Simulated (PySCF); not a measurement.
H3O4P, charge -1, doublet, at a GFN2-xTB geometry (a state made from the parent by changing its charge; the spin is typed, not shown lowest). Base run: HF/6-31G (PySCF).

Here is a job for PySCF.
```python
from pyscf import gto, scf

mol = gto.M(
    atom='''
O     0.657389    0.789943    1.571700
P     0.055380   -0.139660    0.159987
O     1.302398   -0.335487   -0.637607
O    -1.189929   -1.283829   -0.808857
O    -0.811822    1.160527   -0.360885
H     1.599345    0.733667    1.432794
H    -0.646154   -2.042971   -1.001156
H    -1.448186    0.754976   -0.946247
''',
    basis='6-31g',
    charge=-1,
    spin=1,
    verbose=4,
)

mf = scf.UHF(mol)
mf.kernel()
```

Variants of this job, named by their change:

| change | ΔE vs base (µEh) | fitting functions |
|---|---|---|
| base | 0.0 | - |
| auxbasis = def2-tzvp-ri | -2236 | 462 |
| auxbasis = default (with mf = mf.density_fit()) | 403 | 461 |
| only_dfj = on; auxbasis = def2-universal-jfit | -261 | 280 |
| auxbasis = even-tempered beta=3.0 | 6363 | 301 |
| auxbasis = cc-pvdz-jkfit | 403 | 461 |
| auxbasis = cc-pvqz-jkfit | 43.4 | 725 |
| auxbasis = autoaux | 5337 | 467 |
| exchange = seminumerical (SGX) (with mf = sgx.sgx_fit(mf, auxbasis='def2-universal-jfit'); with mf.with_df.dfj = True) | -210 | 280 |
| auxbasis = cc-pvtz-jkfit | 140 | 527 |

A fitting set is made for a task (jfit for Coulomb, jkfit for Coulomb and exchange, ri for correlation) and for a family of orbital bases.

Open shells are given as the SCF converged; they aren't shown to be the lowest states, and a large step between rows can be another state.
